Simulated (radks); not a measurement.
Neutral oxygen inside a hard spherical wall (all orbitals vanish at R), configuration held at [He] 2s2 2p4 and not refilled when levels cross. Method: non-relativistic Kohn-Sham, PBE, spin-polarised, spherical densities, point nucleus; open shells are filled with parallel spins first; computed with a radial shooting solver on a logarithmic mesh with Libxc functionals. Eigenvalues in eV for spin up, with the zero of energy where the potential of the charges vanishes at infinity; a dash marks a level that is unbound or too diffuse for the functional's potential to be trusted. A positive occupied level is held by the wall or, in an anion where self-interaction has pushed it up, behind a barrier. The pressure on the wall is -dE/dV.

| R (bohr) | E (hartree) | kinetic (hartree) | e(1s) | e(2s) | e(2p) | e(3s, empty) | e(3p, empty) | pressure (GPa) |
|---|---|---|---|---|---|---|---|---|
| free | -75.00096 | 74.797 | -514.38 | -25.169 | -10.231 | - | - | 0 |
| 20 | -75.00096 | 74.797 | -514.38 | -25.169 | -10.231 | - | - | < 0.0001 |
| 15 | -75.00096 | 74.797 | -514.38 | -25.169 | -10.231 | - | - | < 0.0001 |
| 12 | -75.00096 | 74.797 | -514.38 | -25.168 | -10.231 | - | - | < 0.0001 |
| 8 | -75.00091 | 74.798 | -514.37 | -25.162 | -10.224 | 0.797 | 2.873 | 0.00296 |
| 5 | -74.99439 | 74.845 | -513.87 | -24.818 | -9.861 | 5.894 | 9.838 | 1.03 |
| 4 | -74.96405 | 75.020 | -512.48 | -23.913 | -8.853 | 13.157 | 18.196 | 9.63 |
| 3.5 | -74.90920 | 75.298 | -510.62 | -22.749 | -7.520 | 20.778 | 26.258 | 32.7 |
| 3 | -74.76185 | 75.960 | -506.82 | -20.354 | -4.766 | 34.584 | 39.986 | 123 |
| 2.5 | -74.33968 | 77.593 | -498.86 | -15.073 | 1.188 | 61.680 | 65.324 | 521 |
| 1.5 | -68.43573 | 93.412 | -445.83 | 35.120 | 50.332 | 271.16 | 240.84 | 17500 |
